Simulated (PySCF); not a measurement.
PySCF 2.14 output of a UHF calculation on a single atom or ion in cc-pVDZ-DK (6s5p3d1f, 43 functions), with scalar relativity by spin-free X2C-1e:

```
SCF conv_tol = 1e-09
number electrons alpha = 14  beta = 11
cycle= 1 E= -1517.03264468568  delta_E= -0.00698  |g|= 0.0278  |ddm|= 0.04
cycle= 2 E= -1517.03275908792  delta_E= -0.000114  |g|= 0.00372  |ddm|= 0.00528
cycle= 3 E= -1517.03276135766  delta_E= -2.27e-06  |g|= 0.000421  |ddm|= 0.00144
cycle= 4 E= -1517.03276140198  delta_E= -4.43e-08  |g|= 0.000144  |ddm|= 0.00043
cycle= 5 E= -1517.03276141113  delta_E= -9.15e-09  |g|= 1.79e-05  |ddm|= 0.000194
cycle= 6 E= -1517.03276141126  delta_E= -1.36e-10  |g|= 2.05e-06  |ddm|= 3.35e-05
converged SCF energy = -1517.03276141126  <S^2> = 3.7529807  2S+1 = 4.0014901
```

The run itself started from symmetry-adapted Hartree-Fock orbitals and held the occupation by maximum overlap, so the iterations belong to that start.

Question: Which element, charge and spin multiplicity is this?

Answer: Ni³⁺ (nickel, charge +3), multiplicity 4; the state was [Ar] 3d7, high-spin 4F determinant.
